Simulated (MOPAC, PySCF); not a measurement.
H6B2Si, SMILES `[SiH3]BB`, neutral singlet in the gas phase. 

Cartesian coordinates (Å):
```xyz
9

B     -1.7521    -0.0134     0.0302
B     -0.3496    -0.4162    -0.6464
Si     1.3677     0.1821     0.2472
H     -2.2651    -0.6912     0.8727
H     -2.2963     1.0244    -0.2130
H     -0.1945    -1.0480    -1.6469
H      2.1738    -1.0211     0.5825
H      1.1775     0.9707     1.4884
H      2.1386     1.0129    -0.7147
```
Charge 0, multiplicity 1.

All levels are single points at this geometry (B3LYP-D3(BJ)/def2-TZVP); Pople sets use spherical d functions. Orbital energies aren't observables, and empty levels follow the basis.

| level | HOMO (eV) | LUMO (eV) | gap (eV) | dipole (D) | vertical IE, Delta-SCF (eV) |
|---|---|---|---|---|---|
| B3LYP-D3(BJ)/def2-TZVP in PySCF | -7.84 | -2.34 | 5.51 | 0.32 | 10.15 |
| M06-2X/def2-TZVP in PySCF | -9.09 | -1.20 | 7.90 | 0.33 | 10.21 |
| PBE-D3(BJ)/def2-TZVP in PySCF | -6.84 | -3.13 | 3.72 | 0.26 | 9.94 |
| B3LYP/3-21G in PySCF | -7.86 | -2.07 | 5.79 | 0.28 | – |
| B3LYP/6-311+G** in PySCF | -7.86 | -2.31 | 5.55 | 0.31 | – |
| B3LYP/6-31G* in PySCF | -7.66 | -2.02 | 5.64 | 0.39 | 10.06 |
| PBE/6-31G* in PySCF | -6.64 | -2.84 | 3.80 | 0.31 | 9.85 |
| SVWN5/6-31G* in PySCF | -6.69 | -3.04 | 3.65 | 0.29 | 9.96 |
| HF/3-21G in PySCF | -10.89 | 1.68 | 12.57 | 0.47 | – |
| HF/STO-3G in PySCF | -9.00 | 6.42 | 15.42 | 0.21 | – |
| PM3 in MOPAC | -10.85 | -0.16 | 10.70 | 0.85 | – |
| PM6 in MOPAC | -9.26 | -0.97 | 8.29 | 0.16 | – |
| PM7 in MOPAC | -10.27 | -0.86 | 9.41 | 0.19 | – |
